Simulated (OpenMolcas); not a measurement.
## Ar+: the spin-orbit constant, thermal populations, worked from levels

```yaml
Program: OpenMolcas
Basis: ANO-R2 [5s4p3d1f]
Scalar_Hamiltonian: X2C, finite nucleus
Active_space: 7 electrons in 4 orbitals (3s 3p)
State_averaging: 2S+1 = 2 odd, 3 roots; 2S+1 = 2 even, 1 root
Spin-orbit_coupling: RASSI with atomic mean-field integrals over the reference wave functions, term energies averaged over their components
```

Methods: CASSCF; SS-CASPT2, IPEA 0.25 Eh, imaginary shift 0.1 Eh (closed shells correlated: 2s 2p). Measured levels: NIST Handbook of Basic Atomic Spectroscopic Data.

**The spin-orbit constant.** For the Hund term ²P° of p5, E(J) = (A/2) J(J+1) + constant and ζ = -2S·A = -A. From J = 1/2 to J = 3/2 the energy changes by 1.5 A.

```json
{"Source": "CASSCF", "E(3/2) - E(1/2)": "-1342.1", "A": "-894.7", "ζ": "895"}
{"Source": "SS-CASPT2", "E(3/2) - E(1/2)": "-1342.1", "A": "-894.7", "ζ": "895"}
{"Source": "measured", "E(3/2) - E(1/2)": "-1431.6", "A": "-954.4", "ζ": "954"}
```

All in cm-1. SS-CASPT2 is off by -6.3 % and CASSCF by -6.3 %. Both methods take the spin-orbit matrix elements from the reference wave functions, so the second can move ζ only through the term energies and any multistate remixing.

**Thermal populations.** Z = Σ (2J + 1) exp(-E/kT) with k = 0.695035 cm-1/K, over the levels below. No other level of either list lies under 90000 cm-1, which is above 7 kT at each temperature.

```
          Level  2J + 1  SS-CASPT2  measured
3s² 3p⁵ ²P°_3/2       4        0.0       0.0
3s² 3p⁵ ²P°_1/2       2       1342      1432
```

| T (K) | Z, SS-CASPT2 | Z, measured levels | Ground level (%), SS-CASPT2 | Ground level (%), measured levels |
| --- | --- | --- | --- | --- |
| 5000 | 5.359 | 5.325 | 74.6 | 75.1 |
| 8000 | 5.571 | 5.546 | 71.8 | 72.1 |
| 12000 | 5.703 | 5.684 | 70.1 | 70.4 |

At 12000 K, kT = 8340 cm-1, and the computed levels give Z = 4.000 + 1.703 = 5.703.

Over all roots computed the reference weight is 0.86 to 0.94 in SS-CASPT2; the roots of lowest weight are the least certain, and an intruder state may touch them. Without dynamic correlation excited terms often stand tens of per cent too high (terms of higher spin than the ground term too low), and those without a measured partner can miss by more than the paired ones (holds for CASSCF). Computed and measured levels are paired by configuration, term and J; levels that our copy of the source lacks, or whose pairing is in doubt (as where it misses far off the trend of its configuration), stay unpaired and out of the deviations. Only configurations of the active space appear.

° marks odd parity.
